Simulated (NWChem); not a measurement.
# C₂H₆Mg; SMILES [Mg]([CH3])[CH3]

Program: NWChem. Structure relaxed at the B3LYP/6-31G* (spherical d) level.

Problem. Taking B3LYP/pcseg-2 as the yardstick, which of these has the fewest basis functions while keeping “highest occupied level (eV)” within 0.1 eV of it: B3LYP/STO-3G; B3LYP/def2-SVP; B3LYP/pcseg-1; B3LYP/aug-pcseg-1?

Solution. B3LYP/pcseg-1.
```
level              basis functions  highest occupied level (eV)
-----------------  ---------------  ---------------------------
B3LYP/STO-3G                    25                        -3.38
B3LYP/pcseg-1                   68                        -6.32
B3LYP/def2-SVP                  76                        -6.22
B3LYP/aug-pcseg-1              114                        -6.32
B3LYP/pcseg-2                  163                        -6.27
```

The yardstick is one finite set, not the basis-set limit.
